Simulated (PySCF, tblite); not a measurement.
A database entry of computed molecular properties. Lists by class give the value and the number of equivalent atoms.

```json
{
 "formula": "C4H7PSSi",
 "smiles": "Cc1pcc([SiH3])s1",
 "charge": 0,
 "multiplicity": 1,
 "geometry_level": "GFN2-xTB",
 "atoms_angstrom": [
  ["C", 2.925, -0.396, -0.069],
  ["C", 1.522, 0.113, -0.058],
  ["P", 1.067, 1.751, 0.166],
  ["C", -0.655, 1.393, 0.034],
  ["C", -1.05, 0.112, -0.176],
  ["Si", -2.812, -0.522, -0.352],
  ["S", 0.244, -1.031, -0.288],
  ["H", 3.076, -1.135, 0.719],
  ["H", 3.155, -0.876, -1.022],
  ["H", 3.619, 0.427, 0.084],
  ["H", -1.383, 2.185, 0.118],
  ["H", -3.059, -1.508, 0.701],
  ["H", -3.696, 0.635, -0.216],
  ["H", -2.953, -1.148, -1.668]
 ],
 "electronic_structure_code": "PySCF",
 "results": {
  "GFN2-xTB geometry": {
   "point_group": "Cs",
   "rotational_constants_GHz": [3.078, 1.022, 0.778]
  },
  "B3LYP/def2-SVPD ground state and vertical TDDFT (core frozen in the response)": {
   "dipole_D": 0.81,
   "homo_eV": -6.52,
   "lumo_eV": -1.59,
   "S1_eV": 4.61,
   "strongest_line_of_8_singlets_eV": 5.84,
   "T1_tda_eV": 2.99,
   "polarisability_au": 118.6,
   "r2_bohr2_about_centre_of_nuclear_charge": 1451.4,
   "singlets_eV_and_f": [
    [4.61, 0.116],
    [4.92, 0.032],
    [4.95, 0.004],
    [5.31, 0.0],
    [5.84, 0.26],
    [5.89, 0.0],
    [5.9, 0.0],
    [6.1, 0.001]
   ],
   "triplets_tda_eV": [2.99, 3.95, 4.41]
  },
  "PBE0/pcSseg-1 ground state and GIAO shieldings, non-relativistic": {
   "shift_vs_computed_TMS_C_by_class_ppm": [
    [204.9, 1],
    [162.1, 1],
    [151.4, 1],
    [21.0, 1]
   ],
   "shift_vs_computed_TMS_H_by_class_ppm": [
    [8.15, 1],
    [4.74, 3],
    [3.16, 3]
   ],
   "shielding_other_nuclei_by_class_ppm": [
    ["Si", 424.8, 1],
    ["P", 94.0, 1],
    ["S", 132.6, 1]
   ],
   "charges_hirshfeld_e_by_atom": [-0.12, -0.07, 0.05, -0.13, -0.12, 0.31, 0.12, 0.05, 0.05, 0.05, 0.05, -0.07, -0.07, -0.07]
  },
  "GFN2-xTB harmonic vibrations, gas phase": {
   "strongest_ir_bands_cm-1_km_per_mol_modes": [
    [758.8, 155.9, 1],
    [779.3, 176.4, 1],
    [785.4, 485.6, 2],
    [2261.1, 353.2, 1],
    [2265.1, 139.4, 1],
    [2282.2, 305.3, 1]
   ],
   "zpe_kcal_per_mol": 57.0
  }
 }
}
```

No computed singlet falls in the visible range (750 to 380 nm, 1.65 to 3.26 eV); S1 lies 1.35 eV above its blue end. The zero-point energy, half the sum of the 36 harmonic wavenumbers, equals 19940 cm⁻¹ or 239 kJ/mol.

Geometry: GFN2-xTB; no solvent or vibrations. NMR classes are plain means over equivalent atoms (diastereotopic ones count apart unless rotation or inversion swaps them), as if these changed places fast; in this geometry the members of some classes differ.
